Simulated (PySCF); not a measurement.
C₂H₃ClSi.
SMILES with atom numbers: `[CH:1]#[C:2][SiH2:3][Cl:4]` (hydrogens: H5 on C1; H6, H7 on Si3)

Structure used (PBE0-D3(BJ)/def2-SVP), in Å, numbered top down from 1:
```
atom  x, y, z in Å
C1     1.6912   -0.0489    0.2754
C2     0.6518    0.5278    0.5342
Si3   -0.9102    1.3918    0.9194
Cl4   -0.7482    3.3830    0.3944
H5     2.6105   -0.5591    0.0462
H6    -1.1786    1.3092    2.3786
H7    -2.0198    0.7876    0.1372
```

Computed at PBE0/pcSseg-1 (PySCF, non-relativistic), with Q(35Cl) = −0.0817 b: Cl4, 35Cl (I = 3/2): χzz = -45.45 MHz, η = 0.033.

**Question.** Find the zero-field quadrupole resonance frequencies of 35Cl at Cl4.

**Answer.** From ν = (|χ|/2)√(1 + η²/3): ν = 22.73 MHz (silicon-bound chlorine). For 37Cl the ratio of quadrupole moments, 0.7881, gives 17.91 MHz.

**Question.** Apply the simplest Townes–Dailey estimate (no s hybridisation, no π bonding), ionic character = 1 − χzz/χ0, where χ0 is the coupling for one missing p electron along the bond: −109.74 MHz for 35Cl.

**Answer.** Cl4 on Si3: 1 − (-45.45)/(-109.74) = 0.59. In this model a purely covalent bond gives χ0 and a free halide ion gives zero; s hybridisation or π bonding, where present, is counted here as ionic character.

In a crystal, neighbours and librations shift these lines. Isolated species at its PBE0-D3(BJ)/def2-SVP geometry, gas phase. The basis is small and wasn't made for field gradients, so the couplings can be 20 % off.
